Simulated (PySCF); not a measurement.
Computed with TPSS-D3(BJ)/def2-TZVP // TPSS-D3(BJ)/def2-SVP run with PySCF. All species are isolated molecules in the gas phase. 

Reference species: [Ti(F)3] (neutral, multiplicity 2).

```
Quantity                                                       Result
------------------------------------------------------------  -------
spin population on the central atom (Mulliken)                   1.04
mean distance from the central atom to its bonded neighbours  1.763 Å
coordination number                                                 3
```

After one change: the spin population on the central atom (Mulliken) is nearly the same; the mean distance from the central atom to its bonded neighbours goes up by 0.155 Å; the coordination number stays essentially unchanged.

**Question.** Which change was made? The new species is one of these.
(A) [Pd(F)3]
(B) [Hf(F)3]
(C) [Pt(F)3]

**Answer.** B, [Hf(F)3]
